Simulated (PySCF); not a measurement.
C₂H₆GeN₂, SMILES [NH2][Ge@@H]1[CH2]N=[CH]1. Geometry optimised at PBE0-D3(BJ)/def2-SVP. The structure was generated by enumeration; whether it is a known compound was not checked. One conformer was computed; it need not be the lowest.

### Question
Give the equilibrium geometry at PBE0-D3(BJ)/def2-SVP (PySCF confirms it by a frequency run) as bond lengths and angles. (An estimate is asked for; the answer gives what the named calculation found.)

### Answer
Several could match; the one computed here: 
Atoms: N1 Ge2 C3 N4 C5 H6 H7 H8 H9 H10 H11. Bonded distances (Å): N1–Ge2 1.823, N1–H6 1.015, N1–H7 1.015, Ge2–C3 1.976, Ge2–C5 2.011, Ge2–H8 1.544, C3–N4 1.280, C3–H9 1.100, N4–C5 1.468, C5–H10 1.102, C5–H11 1.102. Bond angles (°): Ge2–N1–H6 117.3, Ge2–N1–H7 117.8, H6–N1–H7 110.4, N1–Ge2–C3 119.8, N1–Ge2–C5 124.8, N1–Ge2–H8 105.2, C3–Ge2–C5 67.2, C3–Ge2–H8 118.6, C5–Ge2–H8 118.2, Ge2–C3–N4 96.7, Ge2–C3–H9 141.7, N4–C3–H9 121.5, C3–N4–C5 106.6, Ge2–C5–N4 89.4, Ge2–C5–H10 116.6, Ge2–C5–H11 119.3, N4–C5–H10 110.9, N4–C5–H11 112.0, H10–C5–H11 107.5.
